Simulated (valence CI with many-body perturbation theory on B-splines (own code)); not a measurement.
## E1 transitions of La LI

Level of theory: valence CI with perturbative core correlation (CI+MBPT): five valence electrons over a frozen Dirac-Fock core [He], radial functions for each j: 11 s, 11 p, 10 d, 8 f, 5 g, 2 h, with the one-electron correlation potential Σ1 (screened to all orders), the two-electron term Σ2, the three-electron term Σ3, Breit, model QED; selected single and double excitations, second order for the rest, scaled by the run's own slope (own B-spline code, finite nucleus).

No measured spectrum was set against this ion. As an estimate, large intervals hold to a few tenths of a per cent, small ones and those within an open d or f shell to about a per cent. Among the levels kept, up to 7200 cm⁻¹ of a level comes from second order outside the variational space, and about a tenth of that is noise between levels of different J, which matters for small intervals.

Lines 201 to 250 of 600 in falling wavelength, among levels below 494.80 Ry, chosen from the strongest by gf and those to the six lowest levels. Wavelengths and rates use the calculated energies. Electric multipoles are in the length gauge, E1 and E2 with the static RPA response of the core. Weak lines are less certain than strong ones. Lines between different terms over intervals too small for the method are left out, as are lines whose strength nearly cancels. Where a level lies close to another of its J and parity, the split of strength between their lines is uncertain. The highest levels of a list are the least certain.

Levels are named by their leading jj configuration (3d3/2^4 stands for four electrons in 3d with j = 3/2), which in mixed levels can hold well under half, so a name can repeat and another be missing. Letters in brackets count levels of one name in rising energy.

```tsv
λ vac (Å)	Upper	Lower	A (s⁻¹)	S (a.u.) with core polarisation	S without
19.61	(2s 2p1/2 2p3/2^2 3p3/2) J=9/2	(2s^2 2p1/2 2p3/2 3p3/2) J=7/2	2.25e+11	8.36e-03	8.38e-03
19.59	(2s 2p1/2 2p3/2^2 3p1/2) J=5/2 [b]	(2s^2 2p1/2 2p3/2 3p1/2) J=3/2 [b]	2.20e+11	4.91e-03	4.92e-03
19.59	(2s 2p1/2 2p3/2^2 3p1/2) J=7/2	(2s^2 2p1/2 2p3/2 3p1/2) J=5/2	2.23e+11	6.62e-03	6.63e-03
19.52	(2s 2p1/2 2p3/2^2 3d3/2) J=9/2	(2s^2 2p1/2 2p3/2 3d3/2) J=7/2	1.92e+11	7.06e-03	7.07e-03
19.10	(2s 2p1/2^2 2p3/2^2) J=5/2	(2s^2 2p1/2^2 2p3/2) J=3/2	2.85e+11	5.87e-03	5.88e-03
19.04	(2p1/2^2 2p3/2^2 3p3/2) J=5/2	(2s 2p1/2^2 2p3/2 3p3/2) J=3/2 [b]	4.65e+11	9.51e-03	9.53e-03
18.81	(2s 2p3/2^3 3s) J=5/2	(2s^2 2p3/2^2 3s) J=5/2	9.84e+11	1.94e-02	1.94e-02
18.72	(2p1/2^2 2p3/2^2 3p3/2) J=7/2	(2s 2p1/2^2 2p3/2 3p3/2) J=5/2 [b]	7.73e+11	2.00e-02	2.00e-02
18.64	(2s 2p1/2 2p3/2^2 3p3/2) J=5/2 [b]	(2s^2 2p1/2 2p3/2 3p3/2) J=3/2 [a]	2.76e+11	5.30e-03	5.31e-03
18.55	(2s 2p3/2^3 3s) J=3/2	(2s^2 2p3/2^2 3s) J=3/2	6.77e+11	8.54e-03	8.56e-03
18.53	(2p1/2^2 2p3/2^2 3s) J=5/2	(2s 2p1/2^2 2p3/2 3s) J=3/2 [b]	6.94e+11	1.31e-02	1.31e-02
18.50	(2s 2p1/2 2p3/2^3) J=3/2 [a]	(2s^2 2p1/2 2p3/2^2) J=3/2	9.86e+11	1.23e-02	1.23e-02
18.45	(2p1/2^2 2p3/2^2 3p1/2) J=3/2	(2s 2p1/2^2 2p3/2 3p1/2) J=1/2	4.99e+11	6.19e-03	6.20e-03
18.37	(2s 2p1/2^2 2p3/2 3d5/2) J=3/2 [a]	(2s^2 2p1/2^2 3d3/2) J=3/2	3.99e+11	4.89e-03	4.90e-03
18.36	(2p1/2^2 2p3/2^2 3p1/2) J=5/2	(2s 2p1/2^2 2p3/2 3p1/2) J=3/2 [b]	5.71e+11	1.05e-02	1.05e-02
18.32	(2s 2p1/2 2p3/2^2 3d5/2) J=7/2 [c]	(2s^2 2p1/2 2p3/2 3d5/2) J=5/2 [b]	2.14e+11	5.18e-03	5.19e-03
18.25	(2s 2p1/2 2p3/2^2 3p3/2) J=7/2 [c]	(2s^2 2p1/2 2p3/2 3p3/2) J=5/2 [b]	2.86e+11	6.88e-03	6.89e-03
18.19	(2p1/2^2 2p3/2^2 3s) J=3/2	(2s 2p1/2^2 2p3/2 3s) J=1/2	5.67e+11	6.74e-03	6.75e-03
18.19	(2s 2p1/2 2p3/2^2 3d5/2) J=9/2 [c]	(2s^2 2p1/2 2p3/2 3d5/2) J=7/2 [b]	3.49e+11	1.04e-02	1.04e-02
18.17	(2p1/2^2 2p3/2^2 3p3/2) J=3/2	(2s 2p1/2^2 2p3/2 3p3/2) J=1/2 [b]	6.62e+11	7.83e-03	7.85e-03
18.16	(2s 2p1/2 2p3/2^2 3d5/2) J=5/2 [c]	(2s^2 2p1/2 2p3/2 3d5/2) J=5/2 [b]	3.68e+11	6.53e-03	6.54e-03
18.14	(2s 2p1/2 2p3/2^3) J=5/2	(2s^2 2p1/2 2p3/2^2) J=5/2	9.83e+11	1.74e-02	1.74e-02
18.09	(2s 2p1/2 2p3/2^2 3d5/2) J=7/2 [b]	(2s^2 2p1/2 2p3/2 3d3/2) J=7/2	2.14e+11	5.00e-03	5.01e-03
18.04	(2s 2p1/2 2p3/2^2 3p3/2) J=5/2 [c]	(2s 2p1/2^2 2p3/2 3s) J=5/2	2.50e+11	4.35e-03	4.36e-03
18.02	(2s 2p1/2^2 2p3/2 3d5/2) J=7/2 [b]	(2s^2 2p1/2^2 3d5/2) J=5/2	1.04e+12	2.41e-02	2.41e-02
18.02	(2s 2p1/2 2p3/2^2 3d5/2) J=3/2 [d]	(2s^2 2p1/2 2p3/2 3d5/2) J=1/2	4.87e+11	5.62e-03	5.63e-03
18.01	(2s 2p1/2 2p3/2^2 3d5/2) J=7/2 [e]	(2s^2 2p1/2 2p3/2 3d5/2) J=7/2 [b]	7.79e+11	1.80e-02	1.80e-02
17.97	(2s 2p1/2^2 2p3/2 3p3/2) J=5/2 [b]	(2s^2 2p1/2^2 3p3/2) J=3/2	1.16e+12	2.00e-02	2.00e-02
17.97	(2s 2p1/2 2p3/2^3) J=1/2	(2s^2 2p1/2 2p3/2^2) J=1/2	7.18e+11	4.11e-03	4.12e-03
17.97	(2s 2p1/2 2p3/2^2 3d5/2) J=7/2 [c]	(2s^2 2p1/2 2p3/2 3d5/2) J=5/2 [a]	2.18e+11	4.99e-03	5.00e-03
17.96	(2s 2p1/2 2p3/2^2 3d5/2) J=5/2 [d]	(2s^2 2p1/2 2p3/2 3d5/2) J=3/2 [b]	5.84e+11	1.00e-02	1.00e-02
17.95	(2s 2p1/2 2p3/2^2 3p3/2) J=5/2 [e]	(2s^2 2p1/2 2p3/2 3p3/2) J=5/2 [b]	8.74e+11	1.50e-02	1.50e-02
17.91	(2s 2p1/2 2p3/2^2 3d5/2) J=3/2 [d]	(2s^2 2p1/2 2p3/2 3d5/2) J=3/2 [b]	4.42e+11	5.01e-03	5.02e-03
17.86	(2s 2p1/2 2p3/2^2 3s) J=1/2 [a]	(2s^2 2p1/2 2p3/2 3s) J=3/2 [a]	9.56e+11	5.38e-03	5.39e-03
17.86	(2s 2p1/2 2p3/2^2 3d3/2) J=5/2 [f]	(2s^2 2p1/2 2p3/2 3d3/2) J=5/2 [b]	4.86e+11	8.20e-03	8.21e-03
17.82	(2s 2p1/2^2 2p3/2 3d3/2) J=5/2 [b]	(2s^2 2p1/2^2 3d3/2) J=3/2	1.02e+12	1.70e-02	1.71e-02
17.81	(2p1/2 2p3/2^4) J=1/2	(2s 2p1/2 2p3/2^3) J=3/2 [b]	2.79e+12	1.56e-02	1.56e-02
17.80	(2s 2p1/2 2p3/2^2 3d3/2) J=5/2 [d]	(2s^2 2p1/2 2p3/2 3d3/2) J=7/2	5.28e+11	8.81e-03	8.82e-03
17.77	(2s 2p1/2^2 2p3/2 3p1/2) J=1/2	(2s^2 2p1/2^2 3p1/2) J=1/2	1.22e+12	6.75e-03	6.76e-03
17.75	(2s 2p1/2 2p3/2^2 3d5/2) J=5/2 [c]	(2s^2 2p1/2 2p3/2 3d5/2) J=3/2 [a]	6.15e+11	1.02e-02	1.02e-02
17.75	(2s 2p1/2^2 2p3/2 3p1/2) J=3/2 [b]	(2s^2 2p1/2^2 3p1/2) J=1/2	1.17e+12	1.29e-02	1.29e-02
17.74	(2s 2p1/2^2 2p3/2 3d5/2) J=5/2 [b]	(2s^2 2p1/2^2 3d5/2) J=5/2	1.22e+12	2.02e-02	2.02e-02
17.73	(2s 2p1/2 2p3/2^2 3d3/2) J=3/2 [e]	(2s^2 2p1/2 2p3/2 3d3/2) J=5/2 [b]	7.85e+11	8.63e-03	8.65e-03
17.72	(2s 2p1/2 2p3/2^2 3d5/2) J=5/2 [d]	(2s^2 2p1/2 2p3/2 3d5/2) J=5/2 [b]	4.93e+11	8.12e-03	8.13e-03
17.71	(2s 2p1/2^2 2p3/2 3d5/2) J=3/2 [b]	(2s^2 2p1/2^2 3d5/2) J=5/2	1.36e+12	1.49e-02	1.49e-02
17.70	(2s 2p1/2 2p3/2^2 3p3/2) J=1/2 [b]	(2s^2 2p1/2 2p3/2 3p3/2) J=3/2 [a]	1.39e+12	7.62e-03	7.64e-03
17.69	(2s 2p1/2 2p3/2^3) J=3/2 [b]	(2s^2 2p1/2 2p3/2^2) J=1/2	5.86e+11	6.40e-03	6.42e-03
17.69	(2s 2p1/2 2p3/2^2 3p3/2) J=7/2 [c]	(2s^2 2p1/2 2p3/2 3p3/2) J=7/2	1.54e+12	3.36e-02	3.36e-02
17.68	(2s 2p1/2 2p3/2^2 3d5/2) J=5/2 [b]	(2s^2 2p1/2 2p3/2 3d5/2) J=7/2 [a]	7.18e+11	1.18e-02	1.18e-02
17.68	(2s 2p1/2^2 2p3/2 3p3/2) J=3/2 [b]	(2s^2 2p1/2^2 3p3/2) J=3/2	1.24e+12	1.36e-02	1.36e-02
```
